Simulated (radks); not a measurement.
Problem. Tm, configuration [Xe] 4f13 6s2 (the NIST ground configuration). All-electron calculation, scalar-relativistic Kohn-Sham, LDA (Slater exchange, VWN5 correlation), spin-polarised, spherical densities, finite nucleus; open shells are filled with parallel spins first (spin-orbit coupling, left out, can overturn this in heavy ions); Fermi nuclear charge, rms radius 5.2256 fm. Program: a radial shooting solver on a logarithmic mesh with Libxc functionals. Some entries of the table are withheld. Estimate them.

orbital  occ.  eigenvalue (hartree)  <r^2> (bohr^2)
1s up       1             -2176.393       0.0005493
1s down     1             -2176.393       0.0005493
2s up       1             -367.2523        0.008527
2s down     1             -367.2516        0.008527
2p up       3             -324.4568        0.006949
2p down     3             -324.4562        0.006949
3s up       1             -82.52620         0.05592
3s down     1             -82.50952         0.05591
3p up       3             -69.56214         0.05634
3p down     3             -69.54553         0.05632
3d up       5             -53.50441         0.04691
3d down     5             -53.49147         0.04689
4s up       1             -16.24828          0.2803
4s down     1             -16.21533          0.2803
4p up       3             -11.98436          0.3182
4p down     3             -11.95205          0.3183
4d up       5              -6.31662          0.3799
4d down     5              -6.28518          0.3802
5s up       1              -1.97474           1.703
5s down     1              -1.95992           1.710
5p up       3              -0.99987           2.480
5p down     3              -0.98928           2.497
6s up       1              -0.14857           17.48
6s down     1              -0.14768           17.59
4f up       7                   (1)             (2)
4f down     6                   (3)             (4)

Solution. 
(1) 4f up eigenvalue (hartree): -0.13547
(2) 4f up <r^2> (bohr^2): 0.9117
(3) 4f down eigenvalue (hartree): -0.10844
(4) 4f down <r^2> (bohr^2): 0.9499
